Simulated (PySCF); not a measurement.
**Dipole response of Zn (zinc, neutral)**

[Ar] 3d10 4s2, closed-shell 1S. All numbers are calculated (PySCF 2.14, the non-relativistic Hamiltonian (point nucleus), in def2-TZVPPD). Coupled (time-dependent) response in atomic units; α is the mean over directions.

| method | mean α (bohr³) | C₆ (like pair) | S(−4) |
| --- | --- | --- | --- |
| UHF | 53.27 | 420.8 | 1514 |
| PBE | 39.17 | 270.6 | 817.2 |
| PBE0 | 42.30 | 302.6 | 948.7 |
| wB97M-V | 42.89 | 304.3 | 1008 |
| TPSS | 40.62 | 287.5 | 862.3 |

S(−4) is the Cauchy moment in α(ω) = α(0) + S(−4) ω² + …

Reference α: 38.67 ± 0.3 bohr³ (recommended; Schwerdtfeger and Nagle, table of static dipole polarizabilities (2023 update)). Published C₆: 284.0 (Chu and Dalgarno (2004); Tang, Norbeck and Certain (1976)).

Hartree-Fock lies above the reference because it lacks correlation, which contracts the outer shell.

α(iu) at UHF:

| u (hartree) | α(iu) (bohr³) |
| --- | --- |
| 0 | 53.27 |
| 0.0500 | 49.75 |
| 0.100 | 41.64 |
| 0.200 | 25.73 |
| 0.300 | 16.22 |
| 0.500 | 7.974 |
| 0.750 | 4.364 |
| 1.00 | 2.866 |
| 1.50 | 1.655 |
| 2.00 | 1.169 |
| 3.00 | 0.7473 |
| 5.00 | 0.4166 |
